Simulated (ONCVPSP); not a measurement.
Reading a pseudo-wave (Pt)

Columns: radius, all-electron u(r) and pseudo u(r) of the 5s shell (level -104.56 eV) of platinum in the configuration [Kr] 4d10 4f14 5s2 5p6 5d8 6s2; PBE, scalar-relativistic, ONCV scheme, ONCVPSP 4.0.1.

| r (bohr) | all-electron | pseudo |
| --- | --- | --- |
| 0.103 | 0.2781 | 0.2005 |
| 0.205 | 0.0485 | 0.3947 |
| 0.308 | -0.6549 | 0.5791 |
| 0.410 | -0.4613 | 0.7401 |
| 0.513 | 0.1530 | 0.8711 |
| 0.615 | 0.7135 | 0.9644 |
| 0.718 | 1.0688 | 1.0216 |
| 0.820 | 1.2159 | 1.0436 |
| 0.923 | 1.2152 | 1.0324 |
| 1.025 | 1.1249 | 0.9875 |
| 1.128 | 0.9895 | 0.9094 |
| 1.230 | 0.8420 | 0.8055 |
| 1.332 | 0.6992 | 0.6869 |
| 1.435 | 0.5689 | 0.5662 |
| 1.538 | 0.4565 | 0.4561 |
| 1.640 | 0.3632 | 0.3631 |
| 1.743 | 0.2859 | 0.2858 |
| 1.845 | 0.2241 | 0.2240 |
| 1.948 | 0.1743 | 0.1743 |
| 2.050 | 0.1353 | 0.1353 |
| 2.153 | 0.1044 | 0.1044 |
| 2.255 | 0.0806 | 0.0805 |
| 2.358 | 0.0618 | 0.0618 |
| 2.460 | 0.0475 | 0.0475 |
| 2.562 | 0.0364 | 0.0364 |
| 2.665 | 0.0278 | 0.0278 |

(1) How many radial nodes do the two functions have?

(2) At about which radius was the pseudo-wave matched?

(3) Is the pseudo-wave norm-conserving?

## Answers

(1) The all-electron 5s function has n − l − 1 = 4 (the table is too coarse to show those close to the nucleus); the pseudo-wave has 0, since the states of the same l below it are removed with the core.

(2) 1.75 bohr. The columns agree to 0.0005 from 1.54 bohr on; several derivatives are matched, so the curves merge somewhat inside the radius.

(3) Yes: the ONCV scheme keeps the norm inside the radius equal to the all-electron one, which fixes the energy derivative of the logarithmic derivative at the level.
